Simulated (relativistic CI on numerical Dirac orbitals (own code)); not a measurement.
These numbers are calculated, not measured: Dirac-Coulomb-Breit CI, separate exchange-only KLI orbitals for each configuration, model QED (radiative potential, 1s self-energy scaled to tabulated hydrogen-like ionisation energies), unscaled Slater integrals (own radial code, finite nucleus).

Configurations in the expansion (outside the closed core [Ne]): 3s2 3p6 3d10, 3s2 3p6 3d9 4s, 3s2 3p6 3d9 4p, 3s2 3p6 3d9 4d, 3s2 3p6 3d9 4f, 3s2 3p6 3d8 4s2, 3s2 3p5 3d10 4s, 3s2 3p6 3d8 4s 4p, 3s2 3p5 3d10 4p, 3s2 3p6 3d9 5s, 3s2 3p6 3d8 4p2, 3s2 3p6 3d9 5p, 3s2 3p6 3d8 4s 4d, 3s2 3p6 3d9 5d, 3s2 3p5 3d10 4d, 3s2 3p6 3d8 4p 4d, 3s 3p6 3d10 4s, 3s2 3p6 3d9 5f, 3s2 3p5 3d9 4s2, 3s2 3p6 3d9 5g, 3s 3p6 3d10 4p, 3s2 3p6 3d8 4d2, 3s2 3p6 3d9 6s, 3s2 3p5 3d9 4s 4p, 3s2 3p5 3d10 4f, 3s2 3p6 3d9 6p, 3s2 3p6 3d9 6d, 3s2 3p5 3d9 4p2, 3s2 3p5 3d9 4s 4d, 3s 3p6 3d9 4s2, 3s 3p6 3d10 4d, 3s2 3p5 3d10 5s, 3s2 3p5 3d9 4p 4d, 3s2 3p5 3d10 5p, 3s 3p6 3d9 4s 4p, 3s2 3p4 3d10 4s2. Levels of other configurations are missing.

At this charge energies of transitions that change n are usually good to better than 1 %, and those within a shell (Δn = 0) to a few per cent.

Outline of the computed level scheme of Sn XXIII. Lowest level of each configuration: 3s2 3p6 3d10 1S_0 at 0.000 eV; 3s2 3p6 3d9 4s 3D_3 at 445.457 eV; 3s2 3p6 3d9 4p 3P°_2 at 490.212 eV; 3s2 3p6 3d9 4d 3S_1 at 572.557 eV; 3s2 3p6 3d9 4f 3P°_0 at 651.676 eV.

Some strong electric-dipole decays among the lowest 45 levels: 3s2 3p6 3d9 4p 1P°_1 → 3s2 3p6 3d10 1S_0 (1.6e+12 s⁻¹); 3s2 3p6 3d9 4p 3D°_1 → 3s2 3p6 3d10 1S_0 (2.4e+11 s⁻¹); 3s2 3p6 3d9 4p 3P°_1 → 3s2 3p6 3d10 1S_0 (1.1e+11 s⁻¹); 3s2 3p6 3d9 4d 3G_4 → 3s2 3p6 3d9 4p 3F°_3 (1.1e+11 s⁻¹); 3s2 3p6 3d9 4d 3G_3 → 3s2 3p6 3d9 4p 3F°_2 (9.7e+10 s⁻¹); 3s2 3p6 3d9 4f 3H°_5 → 3s2 3p6 3d9 4d 3G_4 (9.5e+10 s⁻¹); 3s2 3p6 3d9 4f 3H°_6 → 3s2 3p6 3d9 4d 3G_5 (9.3e+10 s⁻¹); 3s2 3p6 3d9 4d 3G_4 → 3s2 3p6 3d9 4p 3F°_3 (9.3e+10 s⁻¹).

LS names give the leading component of a level, which can be under half, so a name can repeat, a term be missing and a line seem to break the LS rules.
